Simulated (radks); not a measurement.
The mean radii <r> (bohr) of the occupied orbitals of an atom or ion are listed with their occupations. Method: Dirac Kohn-Sham, LB94 model potential, spin-unpolarised, spherical densities, finite nucleus; Fermi nuclear charge, rms radius of each element as measured or else 0.836 A^(1/3) + 0.57 fm; computed with a radial shooting solver on a logarithmic mesh with Libxc functionals.

| orbital | occ. | <r> |
|---|---|---|
| 1s1/2 | 2 | 0.02718 |
| 2s1/2 | 2 | 0.1165 |
| 2p1/2 | 2 | 0.09816 |
| 2p3/2 | 4 | 0.1038 |
| 3s1/2 | 2 | 0.3130 |
| 3p1/2 | 2 | 0.3030 |
| 3p3/2 | 4 | 0.3144 |
| 3d3/2 | 4 | 0.2847 |
| 3d5/2 | 6 | 0.2883 |
| 4s1/2 | 2 | 0.7238 |
| 4p1/2 | 2 | 0.7487 |
| 4p3/2 | 4 | 0.7741 |
| 4d3/2 | 4 | 0.8396 |
| 4d5/2 | 3 | 0.8478 |

Name the element and its charge. Open shells, if any, fill j = l - 1/2 first.

Answer. Z = 53, iodine, charge +10: I10+ in [Kr] 4d7. The 1s radius gives Z: for a bare nucleus <r> = (2 gamma + 1)/(2Z) with gamma = sqrt(1 - (Z/c)^2), 0.02683 bohr for Z = 53, and screening makes it slightly larger (0.02718 here). The occupations add up to 43, and the charge is Z minus that.
